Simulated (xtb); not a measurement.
BBr$_{3}$, charge -1, doublet, from a rough starting geometry (a state made from the parent by changing its charge; the spin is typed, not shown lowest); GFN2-xTB run with xtb.

Input for xtb:
```
$ xtb mol.xyz --gfn 2 --chrg -1 --uhf 1 --opt vtight --json

# file mol.xyz
4

B      0.02356925    -0.05853696    -0.03220573
Br    -1.48994312    -1.11028894    -0.14657784
Br     0.02657400     1.66158266    -0.87597581
Br     1.46617918    -0.55189033     0.97358176
```

Output, abridged:

```
   ID    Z sym.   atoms
    1    5 B      1
    2   35 Br     2-4

           -------------------------------------------------
          |                Calculation Setup                |
           -------------------------------------------------

           -------------------------------------------------
          |                 G F N 2 - x T B                 |
           -------------------------------------------------

          ...................................................
          :                      SETUP                      :
          :.................................................:
          :  # basis functions                  34          :
          :  # atomic orbitals                  31          :
          :  # shells                           11          :
          :  # electrons                        25          :
          :  max. iterations                   250          :
          :  Hamiltonian                  GFN2-xTB          :
          :  restarted?                      false          :
          :  GBSA solvation                  false          :
          :  PC potential                    false          :
          :  electronic temp.          300.0000000     K    :
          :  accuracy                    1.0000000          :
          :  -> integral cutoff          0.2500000E+02      :
          :  -> integral neglect         0.1000000E-07      :
          :  -> SCF convergence          0.1000000E-05 Eh   :
          :  -> wf. convergence          0.1000000E-03 e    :
          :  Broyden damping             0.4000000          :
          :  net charge                         -1          :
          :  unpaired electrons                  1          :
          ...................................................

 iter      E             dE          RMSdq      gap      omega  full diag
   1    -13.4916676 -0.134917E+02  0.118E+01    2.68       0.0  T
   2    -13.7043027 -0.212635E+00  0.113E+01    4.98       1.0  T
   3    -13.7698724 -0.655697E-01  0.640E+00    4.18       1.0  T
   4    -13.7419170  0.279554E-01  0.407E+00    4.04       1.0  T
   5    -13.7727624 -0.308453E-01  0.229E+00    3.85       1.0  T
   6    -13.7572012  0.155611E-01  0.265E+00    3.34       1.0  T
   7    -13.7788471 -0.216458E-01  0.544E-01    3.72       1.0  T
   8    -13.7794192 -0.572067E-03  0.427E-01    3.63       1.0  T
   9    -13.7799843 -0.565104E-03  0.410E-02    3.67       1.2  T
  10    -13.7799278  0.564842E-04  0.139E-01    3.69       1.0  T
  11    -13.7799545 -0.267167E-04  0.102E-01    3.69       1.0  T
  12    -13.7799861 -0.315914E-04  0.115E-02    3.68       4.3  T
  13    -13.7799864 -0.326855E-06  0.278E-03    3.68      18.0  T
  14    -13.7799864 -0.151021E-07  0.558E-04    3.68      89.7  T
  15    -13.7799864  0.213431E-08  0.880E-04    3.68      56.8  T

   *** convergence criteria satisfied after 15 iterations ***

         :::::::::::::::::::::::::::::::::::::::::::::::::::::
         ::                     SUMMARY                     ::
         :::::::::::::::::::::::::::::::::::::::::::::::::::::
         :: total energy             -13.748905444287 Eh    ::
         :: gradient norm              0.091799368710 Eh/a0 ::
         :: HOMO-LUMO gap              3.675362084320 eV    ::
         ::.................................................::
         :: SCC energy               -13.779986047262 Eh    ::
         :: -> isotropic ES            0.164252993545 Eh    ::
         :: -> anisotropic ES         -0.007461486755 Eh    ::
         :: -> anisotropic XC         -0.031591079565 Eh    ::
         :: -> dispersion             -0.004097612882 Eh    ::
         :: repulsion energy           0.031080602975 Eh    ::
         :: add. restraining           0.000000000000 Eh    ::
         :: total charge              -1.000000000000 e     ::
         :::::::::::::::::::::::::::::::::::::::::::::::::::::

[...]
 * total energy  :   -13.7651554 Eh     change       -0.2132271E-06 Eh
 * total energy  :   -13.7651556 Eh     change       -0.2285375E-06 Eh
 * total energy  :   -13.7651558 Eh     change       -0.2301316E-06 Eh
 * total energy  :   -13.7651560 Eh     change       -0.2204061E-06 Eh
 * total energy  :   -13.7651563 Eh     change       -0.2197927E-06 Eh
 * total energy  :   -13.7651565 Eh     change       -0.2184996E-06 Eh
 * total energy  :   -13.7651567 Eh     change       -0.2181696E-06 Eh
 * total energy  :   -13.7651569 Eh     change       -0.2143432E-06 Eh
 * total energy  :   -13.7651571 Eh     change       -0.2108662E-06 Eh
 * total energy  :   -13.7651556 Eh     change        0.1556959E-05 Eh
 * total energy  :   -13.7651576 Eh     change       -0.2072157E-05 Eh
 * total energy  :   -13.7651576 Eh     change       -0.1574183E-08 Eh
   *** GEOMETRY OPTIMIZATION CONVERGED AFTER 24 ITERATIONS ***
         :: total energy             -13.765157643879 Eh    ::
[...]
         1        2.0000           -0.6743515             -18.3500
         2        2.0000           -0.6743494             -18.3500
         3        2.0000           -0.6624426             -18.0260
         4        2.0000           -0.3334506              -9.0737
         5        2.0000           -0.2909641              -7.9175
         6        2.0000           -0.2909612              -7.9175
         7        2.0000           -0.2682379              -7.2991
         8        2.0000           -0.2486604              -6.7664
         9        2.0000           -0.2486586              -6.7663
        10        2.0000           -0.2474876              -6.7345
        11        2.0000           -0.2474851              -6.7344
        12        2.0000           -0.2443277              -6.6485
        13        1.0000           -0.0730980              -1.9891 (HOMO)
        14                          0.0315722               0.8591 (LUMO)
        15                          0.0852495               2.3198
        16                          0.0852568               2.3200
        17                          0.2076798               5.6513
        18                          0.2076817               5.6513
        19                          0.2114309               5.7533
        20                          0.2115769               5.7573
        21                          0.2115782               5.7573
        22                          0.2118029               5.7634
        23                          0.2118042               5.7635
        24                          0.2127964               5.7905
       ...                                ...                  ...
        31                          0.8184031              22.2699
      -------------------------------------------------------------
                  HL-Gap            0.1046702 Eh            2.8482 eV
             Fermi-level           -0.0897379 Eh           -2.4419 eV

     #   Z          covCN         q      C6AA      α(0)
     1   5 B        2.530     0.316    18.025     7.336
     2  35 Br       1.003    -0.439   197.543    22.662
     3  35 Br       1.003    -0.439   197.543    22.662
     4  35 Br       1.003    -0.439   197.544    22.662

 Mol. C6AA /au·bohr⁶  :       2153.367754
 Mol. C8AA /au·bohr⁸  :     131074.451684
 Mol. α(0) /au        :         75.321667

Wiberg/Mayer (AO) data.
largest (>0.10) Wiberg bond orders for each atom

 ---------------------------------------------------------------------------
     #   Z sym  total        # sym  WBO       # sym  WBO       # sym  WBO
 ---------------------------------------------------------------------------
     1   5 B    2.660 --     2 Br   0.887     3 Br   0.887     4 Br   0.887
     2  35 Br   0.931 --     1 B    0.887
     3  35 Br   0.931 --     1 B    0.887
     4  35 Br   0.931 --     1 B    0.887
 ---------------------------------------------------------------------------

Topologies differ in total number of bonds
Writing topology from bond orders to xtbtopo.mol

molecular dipole:
                 x           y           z       tot (Debye)
 q only:        0.012       0.000      -0.015
   full:        0.000       0.013       0.011       0.044
molecular quadrupole (traceless):
                xx          xy          yy          xz          yz          zz
 q only:       -2.707      -2.205      -2.113      -4.272       4.882       4.820
  q+dip:       -5.207      -4.244      -4.068      -8.219       9.394       9.274
   full:       -4.823      -3.931      -3.768      -7.615       8.702       8.592

optimized geometry written to: xtbopt.xyz

           -------------------------------------------------
          | TOTAL ENERGY              -13.765157643879 Eh   |
          | GRADIENT NORM               0.007177567739 Eh/α |
          | HOMO-LUMO GAP               2.848220995297 eV   |
           -------------------------------------------------

normal termination of xtb
```
